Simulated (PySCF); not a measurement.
Mg (magnesium, neutral): UHF calculation

Configuration: [Ne] 3s1 3d1, high-spin 3D determinant (an excited configuration). Computed with PySCF 2.14 in aug-cc-pVTZ, with no relativity, point nucleus.

* Total energy: -199.407176 hartree
* One-electron energy: -277.6917 hartree
* Hartree (Coulomb) energy: 94.2309 hartree
* Exchange energy: -15.9463 hartree
* Kinetic energy: 199.47785 hartree
* ⟨S²⟩: 2.0001
* ⟨L²⟩: 6.000
* Sum of ⟨r⟩: 14.56 bohr
* Sum of ⟨r²⟩: 52.32 bohr²
* Traceless quadrupole moment −½Σ⟨3z² − r²⟩ along its main axis: 10.7 e·bohr²
* Density at the nucleus (Gaussians lack the cusp): 1070 bohr⁻³
* Spin density at the nucleus: 1.61 bohr⁻³
* Langevin diamagnetic susceptibility: -41.4 ×10⁻⁶ cm³/mol

```tsv
shell	electrons	mean orbital energy (eV)	spread (eV)	rms radius, mean of both spins (bohr)
1s α	1	-1338.3	0	0.152
1s β	1	-1338.2	0	0.152
2s α	1	-106.52	0	0.756
2s β	1	-106.09	0	0.756
2p α	3	-66.040	0.021	0.771
2p β	3	-65.894	0.023	0.771
3s α	1	-9.960	0	3.16
3d α	1	-1.018	0	6.13
```

The outer electron is Rydberg-like, and this basis confines it to a smaller radius and binds it less than a complete one would.

Spin-orbit constants ζ (cm⁻¹) from the X2C one-electron operator on these orbitals (non-relativistic here): bare nucleus, nucleus screened by l(l+1)(2l+1)/3 electrons, and screened by the Breit-Pauli mean field of the electrons.

| shell | bare | screened nucleus | mean field |
| --- | --- | --- | --- |
| 2p | 1732 | 1444 | 1312 |
| 3d | 0.7909 | 0.1318 | 0.04394 |

To first order the Landé constant is A = 0.02197 cm⁻¹, so the lowest level has J = 1 and lies 8.17e-06 eV below the centre of the term. This holds in LS coupling only.
